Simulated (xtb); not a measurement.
C3H7O (SMILES C[CH]OC), doublet, at a GFN2-xTB geometry; GFN2-xTB in xtb.

Input for xtb:
```
$ xtb mol.xyz --gfn 2 --uhf 1 --acc 0.0001 --json

# file mol.xyz
11

O      0.07101639    -0.66456001     0.19109071
C     -0.06692834     0.67303357    -0.09082657
C      1.35818535    -1.19034893     0.02589577
C     -1.44549983     1.21108447    -0.04695723
H      0.68863969     1.12953665    -0.71319426
H      1.29299347    -2.25508650     0.24458366
H      1.71840718    -1.04941663    -1.00022698
H      2.07110162    -0.72074430     0.71400912
H     -1.97038421     1.09659057    -1.00448575
H     -2.01653063     0.67958044     0.71033681
H     -1.42690127     2.27340509     0.19157975
```

**Question.** Write the output that xtb gives for this input, abridged.

**Answer.** 
```
   ID    Z sym.   atoms
    1    8 O      1
    2    6 C      2-4
    3    1 H      5-11

           -------------------------------------------------
          |                Calculation Setup                |
           -------------------------------------------------

           -------------------------------------------------
          |                 G F N 2 - x T B                 |
           -------------------------------------------------

          ...................................................
          :                      SETUP                      :
          :.................................................:
          :  # basis functions                  23          :
          :  # atomic orbitals                  23          :
          :  # shells                           15          :
          :  # electrons                        25          :
          :  max. iterations                   250          :
          :  Hamiltonian                  GFN2-xTB          :
          :  restarted?                      false          :
          :  GBSA solvation                  false          :
          :  PC potential                    false          :
          :  electronic temp.          300.0000000     K    :
          :  accuracy                    0.0001000          :
          :  -> integral cutoff          0.6500000E+02      :
          :  -> integral neglect         0.1000000E-11      :
          :  -> SCF convergence          0.1000000E-09 Eh   :
          :  -> wf. convergence          0.1000000E-07 e    :
          :  Broyden damping             0.4000000          :
          :  net charge                          0          :
          :  unpaired electrons                  1          :
          ...................................................

 iter      E             dE          RMSdq      gap      omega  full diag
   1    -14.1012783 -0.141013E+02  0.368E+00    8.79       0.0  T
   2    -14.1247034 -0.234251E-01  0.193E+00    8.62       1.0  T
   3    -14.1252382 -0.534866E-03  0.804E-01    8.65       1.0  T
   4    -14.1253221 -0.838813E-04  0.121E-01    8.68       1.0  T
   5    -14.1253311 -0.900363E-05  0.548E-02    8.67       1.0  T
   6    -14.1253327 -0.157384E-05  0.146E-02    8.68       2.1  T
   7    -14.1253332 -0.485409E-06  0.329E-03    8.68       9.2  T
   8    -14.1253332 -0.115923E-07  0.143E-03    8.68      21.1  T
   9    -14.1253332 -0.215241E-08  0.316E-04    8.68      95.4  T
  10    -14.1253332 -0.220357E-10  0.118E-04    8.68     256.4  T
  11    -14.1253332 -0.552536E-10  0.300E-05    8.68    1005.5  T
  12    -14.1253332 -0.976996E-12  0.102E-05    8.68    2959.5  T
  13    -14.1253332 -0.564881E-12  0.256E-06    8.68   11755.0  T
  14    -14.1253332 -0.373035E-13  0.150E-07    8.68  100000.0  T
  15    -14.1253332 -0.195399E-13  0.282E-08    8.68  100000.0  T
  16    -14.1253332  0.195399E-13  0.568E-09    8.68  100000.0  T

   *** convergence criteria satisfied after 16 iterations ***

         :::::::::::::::::::::::::::::::::::::::::::::::::::::
         ::                     SUMMARY                     ::
         :::::::::::::::::::::::::::::::::::::::::::::::::::::
         :: total energy             -13.971627518473 Eh    ::
         :: gradient norm              0.000077377501 Eh/a0 ::
         :: HOMO-LUMO gap              8.683696277881 eV    ::
         ::.................................................::
         :: SCC energy               -14.125332074716 Eh    ::
         :: -> isotropic ES            0.013809394310 Eh    ::
         :: -> anisotropic ES          0.002705094930 Eh    ::
         :: -> anisotropic XC          0.004336542719 Eh    ::
         :: -> dispersion             -0.004179499550 Eh    ::
         :: repulsion energy           0.153704556243 Eh    ::
         :: add. restraining           0.000000000000 Eh    ::
         :: total charge               0.000000000000 e     ::
         :::::::::::::::::::::::::::::::::::::::::::::::::::::

           -------------------------------------------------
          |                Property Printout                |
           -------------------------------------------------

    * Orbital Energies and Occupations

         #    Occupation            Energy/Eh            Energy/eV
      -------------------------------------------------------------
         1        2.0000           -0.7035088             -19.1434
         2        2.0000           -0.6434367             -17.5088
         3        2.0000           -0.6004089             -16.3380
         4        2.0000           -0.5832595             -15.8713
         5        2.0000           -0.5475184             -14.8987
         6        2.0000           -0.5437437             -14.7960
         7        2.0000           -0.5186315             -14.1127
         8        2.0000           -0.4811843             -13.0937
         9        2.0000           -0.4695629             -12.7775
        10        2.0000           -0.4616477             -12.5621
        11        2.0000           -0.4421563             -12.0317
        12        2.0000           -0.4393238             -11.9546
        13        1.0000           -0.2724867              -7.4147 (HOMO)
        14                          0.0466333               1.2690 (LUMO)
        15                          0.1238282               3.3695
        16                          0.1353485               3.6830
        17                          0.1682631               4.5787
        18                          0.1803704               4.9081
        19                          0.1911273               5.2008
        20                          0.2118258               5.7641
        21                          0.2226957               6.0599
        22                          0.2642024               7.1893
        23                          0.3625716               9.8661
      -------------------------------------------------------------
                  HL-Gap            0.3191200 Eh            8.6837 eV
             Fermi-level           -0.2344160 Eh           -6.3788 eV

     #   Z          covCN         q      C6AA      α(0)
     1   8 O        1.704    -0.253    18.190     5.758
     2   6 C        2.788     0.026    27.418     8.577
     3   6 C        3.654     0.039    20.217     6.456
     4   6 C        3.751    -0.105    22.564     6.774
     5   1 H        0.926     0.009     2.914     2.670
     6   1 H        0.925     0.058     2.219     2.330
     7   1 H        0.924     0.036     2.499     2.472
     8   1 H        0.924     0.040     2.443     2.444
     9   1 H        0.923     0.046     2.369     2.407
    10   1 H        0.925     0.058     2.223     2.332
    11   1 H        0.925     0.046     2.374     2.409

 Mol. C6AA /au·bohr⁶  :        875.240319
 Mol. C8AA /au·bohr⁸  :      18133.016604
 Mol. α(0) /au        :         44.628612

Wiberg/Mayer (AO) data.
largest (>0.10) Wiberg bond orders for each atom

 ---------------------------------------------------------------------------
     #   Z sym  total        # sym  WBO       # sym  WBO       # sym  WBO
 ---------------------------------------------------------------------------
     1   8 O    2.253 --     2 C    1.184     3 C    0.995
     2   6 C    3.305 --     1 O    1.184     4 C    1.065     5 H    0.969
     3   6 C    3.950 --     1 O    0.995     6 H    0.980     7 H    0.975
                             8 H    0.974
     4   6 C    3.997 --     2 C    1.065    10 H    0.980    11 H    0.975
                             9 H    0.949
     5   1 H    1.000 --     2 C    0.969
     6   1 H    0.997 --     3 C    0.980
     7   1 H    0.999 --     3 C    0.975
     8   1 H    0.998 --     3 C    0.974
     9   1 H    0.996 --     4 C    0.949
    10   1 H    0.997 --     4 C    0.980
    11   1 H    0.998 --     4 C    0.975
 ---------------------------------------------------------------------------

Topologies differ in total number of bonds
Writing topology from bond orders to xtbtopo.mol

molecular dipole:
                 x           y           z       tot (Debye)
 q only:        0.262       0.032      -0.076
   full:        0.378       0.036      -0.226       1.123
molecular quadrupole (traceless):
                xx          xy          yy          xz          yz          zz
 q only:        1.539      -2.598       0.181      -0.007       0.057      -1.720
  q+dip:        1.257      -1.801      -0.435      -0.118      -0.218      -0.823
   full:        1.516      -2.331      -0.302      -0.030      -0.127      -1.214

           -------------------------------------------------
          | TOTAL ENERGY              -13.971627518473 Eh   |
          | GRADIENT NORM               0.000077377501 Eh/α |
          | HOMO-LUMO GAP               8.683696277881 eV   |
           -------------------------------------------------

normal termination of xtb
```
